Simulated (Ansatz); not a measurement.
One geometry of GaCl2(SiH3) (GaSiH3Cl2), several levels of theory.

```yaml
crystal:
  periodic: [false, false, false]
  atoms:
    - {symbol: Ga, position_ang: [0.618568, 1.077988, 0.008282]}
    - {symbol: Cl, position_ang: [2.781769, 1.207694, 0.043575]}
    - {symbol: Cl, position_ang: [-0.355392, 3.013826, -0.029449]}
    - {symbol: Si, position_ang: [-0.578199, -1.005270, 0.004138]}
    - {symbol: H, position_ang: [-1.915437, -0.815333, 0.660326]}
    - {symbol: H, position_ang: [0.222830, -2.043137, 0.736429]}
    - {symbol: H, position_ang: [-0.774141, -1.435777, -1.423282]}
basis:
  gaussian: {orbitals: def2-TZVP, initial_orbitals: start.molden}
hamiltonian: {xc: pbe0, dispersion: d4}
scf: {omitted_lower_state_checks: [starts]}
output: {orbitals: {seedname: orbitals}}
```

The file start.molden holds the orbitals of an earlier run on this structure, at another level or in another basis.

```sh
$ ansatz run in.yaml --threads 4 --pin off --events-out ev --progress --plain --max-ram 3916MiB
```

It prints (some lines left out):

```
Functional definition: PBE0
  name "PBE0"
  cite "Adamo & Barone, J. Chem. Phys. 110, 6158 (1999) doi:10.1063/1.478522"
  cite "Perdew, Burke & Ernzerhof, Phys. Rev. Lett. 77, 3865 (1996) doi:10.1103/PhysRevLett.77.3865"
  parent pbe
  parameter a = 0.25
  parameter kappa = 0.804
  parameter beta = 0.06672455060314922
  exchange = (1 - a)*pbe_x(kappa = kappa, mu = beta*pi^2/3) + a*exact_x
  correlation = pbe_c(beta = beta)
these checks for a lower state are left out or cut short: starts
1349 factors; their error is unknown
mean field evaluation 1: about -85332.8664 eV, gradient 1.8e2 eV
mean field evaluation 2: about -85335.2358 eV, gradient 3.7e0 eV
mean field evaluation 4: about -85335.5714 eV, gradient 1.7e-1 eV
mean field -85335.57140070 eV, -3136.0244064478 hartree, gradient 3.9e-5 eV, S^2 0.000000; 0 other end points of the search recorded, 0 dependent functions left out
reference -85335.57143509 eV, -3136.0244077117 hartree; 41, 41 occupied and 136, 136 virtual orbitals, 1349 factors
Total energy: -85335.74444689 eV, -3136.0307657781 hartree
Checks for a lower state left out: starts
```

It took 2.2 s on 4 threads of Arm Neoverse V1 on a shared host.

First input, but with `hamiltonian: {xc: {name: BHLYP}, dispersion: d4}` (abridged; 2.9 s):

```
Functional definition: BHLYP
mean field -85353.38251395 eV, -3136.6789527869 hartree, gradient 1.0e-5 eV, S^2 0.000000
Total energy: -85353.69106466 eV, -3136.6902918165 hartree
Checks for a lower state left out: starts
```

As the first input, with `hamiltonian: {xc: {name: B3LYP}, dispersion: d4}` (abridged; 2.2 s):

```
Functional definition: B3LYP
mean field -85356.85151983 eV, -3136.8064364018 hartree, gradient 6.6e-5 eV, S^2 0.000000
Total energy: -85357.17791175 eV, -3136.8184310836 hartree
Checks for a lower state left out: starts
```

As the first input, with `hamiltonian: {xc: pbe, dispersion: d4}` (abridged; 1.4 s):

```
Functional definition: PBE
mean field -85331.62789276 eV, -3135.8794852042 hartree, gradient 1.6e-5 eV, S^2 0.000000
Total energy: -85331.82674509 eV, -3135.8867928923 hartree
Checks for a lower state left out: starts
```

First input, but with `hamiltonian: {xc: {name: B97M-V}}` (abridged; 6 s):

```
Functional definition: B97M-V
mean field -85335.49807262 eV, -3136.0217116906 hartree, gradient 1.6e-5 eV, S^2 0.000000
Total energy: -85335.49813658 eV, -3136.0217140411 hartree
Checks for a lower state left out: starts
```

As the first input, with `correlation: {method: mp2}` and without the key `hamiltonian` (abridged; 2 s):

```
Functional definition: HF
mean field -85255.74163929 eV, -3133.0907168267 hartree, gradient 6.4e-6 eV, S^2 0.000000
24 core orbitals not correlated: weight in the atoms' cores, before any rotation towards them, 1.000 or more for the frozen orbitals, at most 0.000 for the correlated occupied ones
second order -19.07394441 eV of doubles, -0.00000000 eV of singles
Total energy: -85274.81558370 eV, -3133.7916713550 hartree
Checks for a lower state left out: starts
```

As the first input, with `hamiltonian: {xc: r2scan, dispersion: d4}`, `output: {forces: true, orbitals: {seedname: orbitals}}` (abridged; 3.9 s):

```
Functional definition: r2SCAN
mean field -85351.38959658 eV, -3136.6057144246 hartree, gradient 8.1e-6 eV, S^2 0.000000
Total energy: -85351.43599618 eV, -3136.6074195784 hartree
Atom 0 force     0.141903     0.246658     0.010234 eV/Å
Atom 1 force    -0.391906    -0.016563    -0.011778 eV/Å
Atom 2 force     0.182843    -0.348686     0.001652 eV/Å
Atom 3 force    -0.108095    -0.188548    -0.012128 eV/Å
Atom 4 force     0.297537    -0.036555    -0.140521 eV/Å
Atom 5 force    -0.173333     0.234965    -0.157108 eV/Å
Atom 6 force     0.051051     0.108729     0.309650 eV/Å
Dipole moment:    -0.293471    -0.509335     0.002801 e Å
Checks for a lower state left out: starts
```

Geometry: PBE-D4/def2-SVP.

B3LYP takes the VWN-RPA correlation. Correlated methods freeze 24 core orbitals; core or outer-core shells of Ga are correlated, in sets that lack core-valence functions.
